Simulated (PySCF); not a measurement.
# Deuteron quadrupole couplings in `C[C@@H]1C[C@H]2CC[C@@H](C1)C2`

Compound: C9H16.
Structure used (GFN2-xTB), in Å, numbered top down from 1:
```
atom  x, y, z in Å
C1     2.7197   -0.0819   -0.1132
C2     1.2007    0.0067   -0.2384
C3     0.6557    1.1719    0.5928
C4    -0.8701    1.1307    0.7026
C5    -1.5382    0.9830   -0.6722
C6    -1.6047   -0.5358   -0.9280
C7    -0.9722   -1.1807    0.3138
C8     0.5460   -1.3140    0.1769
C9    -1.2781   -0.1604    1.4068
H10    3.0080   -0.2729    0.9187
H11    3.1078   -0.8882   -0.7319
H12    3.1852    0.8487   -0.4310
H13    0.9632    0.1930   -1.2899
H14    1.0805    1.1298    1.5989
H15    0.9728    2.1154    0.1413
H16   -1.2202    2.0235    1.2276
H17   -0.9806    1.5105   -1.4454
H18   -2.5430    1.4066   -0.6435
H19   -1.0829   -0.8264   -1.8390
H20   -2.6417   -0.8598   -1.0256
H21   -1.4043   -2.1629    0.5226
H22    0.7886   -2.0833   -0.5605
H23    0.9576   -1.6374    1.1367
H24   -0.7177   -0.3394    2.3235
H25   -2.3433   -0.1527    1.6442
```

Level: PBE0/pcSseg-1 (PySCF, non-relativistic); Q(2H) = 0.00286 b; rigid geometry, the same for H and D, with no vibrational averaging.

Q: Give the electric field gradient Vzz (the principal value of largest size), its asymmetry and the 2H coupling at each hydrogen.

A: 
| atom | bonded to | bond length (Å) | Vzz (au) | η | χzz (kHz) |
| --- | --- | --- | --- | --- | --- |
| H10 | C1 | 1.088 | 0.3142 | 0.02 | 211 |
| H11 | C1 | 1.088 | 0.3159 | 0.02 | 212 |
| H12 | C1 | 1.088 | 0.3158 | 0.02 | 212 |
| H13 | C2 | 1.094 | 0.2987 | 0.00 | 201 |
| H14 | C3 | 1.093 | 0.3033 | 0.01 | 204 |
| H15 | C3 | 1.093 | 0.3045 | 0.01 | 205 |
| H16 | C4 | 1.093 | 0.3033 | 0.01 | 204 |
| H17 | C5 | 1.090 | 0.3113 | 0.01 | 209 |
| H18 | C5 | 1.091 | 0.3086 | 0.01 | 207 |
| H19 | C6 | 1.089 | 0.3116 | 0.01 | 209 |
| H20 | C6 | 1.091 | 0.3086 | 0.01 | 207 |
| H21 | C7 | 1.093 | 0.3034 | 0.01 | 204 |
| H22 | C8 | 1.093 | 0.3046 | 0.01 | 205 |
| H23 | C8 | 1.093 | 0.3026 | 0.02 | 203 |
| H24 | C9 | 1.089 | 0.3120 | 0.01 | 210 |
| H25 | C9 | 1.091 | 0.3080 | 0.01 | 207 |

Q: A static deuteron (I = 1) shows a doublet split by (3/2)χ, (3/4)χ(1 + η) and (3/4)χ(1 − η) with the field along z, y and x of the gradient. What are these for H17?

A: With |χ| = 209.2 kHz and η = 0.006: 314, 158 and 156 kHz, to first order and without motion.

Isolated species at its GFN2-xTB geometry, gas phase. GFN2-xTB bond lengths can be off by several hundredths of an ångström, more for odd bonds, and the gradients follow them. With a basis this small, the couplings can be 20 % off.
